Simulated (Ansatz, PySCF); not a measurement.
System: BeO, charge 0, multiplicity 1. 
Structure (B3LYP-D3(BJ)/def2-TZVP (Ansatz, a program for electronic structure) minimum search):
```
Be
O 1 1.3266
```
Charge 0, spin multiplicity 1.

Dipole moments at this geometry, in debye (magnitudes).

```csv
level,program,dipole (D)
PBE/def2-TZVPD,Ansatz,5.98
revPBE/def2-TZVPD,Ansatz,5.96
r2SCAN/def2-TZVPD,PySCF,6.33
r2SCANh/def2-TZVPD,Ansatz,6.49
PW6B95/def2-TZVPD,PySCF,6.51
M06-2X/def2-TZVPD,PySCF,6.77
HSE06/def2-TZVPD,Ansatz,6.50
CAM-B3LYP/def2-TZVPD,Ansatz,6.66
LC-wPBE/def2-TZVPD,Ansatz,6.77
CCSD(T)/def2-SVPD,Ansatz,[?]
```

Complete the blanks.


- CCSD(T)/def2-SVPD, dipole (D): 6.35
